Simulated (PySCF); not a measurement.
Two-photon absorption: `Oc1ccc(Br)cc1`, C6H5BrO

Cartesian coordinates in Å; atom numbers follow the order of the lines, from 1:
```xyz
13

O    -2.8752    0.3351   -0.2504
C    -1.5437    0.1487   -0.1549
C    -0.7064    1.1426   -0.6733
C     0.6741    1.0031   -0.6028
C     1.2293   -0.1331   -0.0124
Br    3.1060   -0.3210    0.0821
C     0.4058   -1.1283    0.5070
C    -0.9778   -0.9858    0.4349
H    -3.3334   -0.4159    0.1413
H    -1.1585    2.0241   -1.1313
H     1.3245    1.7801   -1.0081
H     0.8418   -2.0158    0.9683
H    -1.6236   -1.7690    0.8435
```

The calculation used TDDFT CAM-B3LYP/aug-cc-pVDZ excited states, vertical, gas phase (PySCF). Geometry: PBE0-D3(BJ)/def2-SVP.

The calculation is non-relativistic, which matters for the atoms heavier than Zn. Singlets 3 and 4 lie within 0.01 eV of each other, so their separate moments and overlaps can depend on how they mix.

Problem. Give the one- and two-photon strengths of the lowest singlets.

Solution. δ for parallel linear polarisation; σ at the peak of a Lorentzian of half width 0.1 eV, single beam; Ω is circular over linear.
```csv
state,E (eV),f,photon λ (nm),δ (au),σ (GM),Ω,main
S1,4.89,0.029,507,1.35,0.01,1.49,"HOMO→LUMO+1 0.86, HOMO−1→LUMO+4 0.12"
S2,5.31,0.000,467,0.38,0.00,1.50,"HOMO→LUMO 0.57, HOMO→LUMO+5 0.22"
S3,5.63,0.001,440,8.18,0.10,1.50,"HOMO→LUMO+5 0.39, HOMO→LUMO 0.32"
S4,5.64,0.160,440,6.25,0.07,0.63,"HOMO→LUMO+4 0.84, HOMO−1→LUMO+1 0.14"
S5,6.05,0.011,410,37.3,0.50,1.50,"HOMO→LUMO+2 0.76, HOMO→LUMO+5 0.09"
S6,6.34,0.000,391,15.4,0.23,1.50,HOMO→LUMO+3 0.87
```

Among these, the strongest one-photon state is S4, the strongest two-photon state S5, with a dipole change of 3.6 D (relaxed, norm of the difference vector).
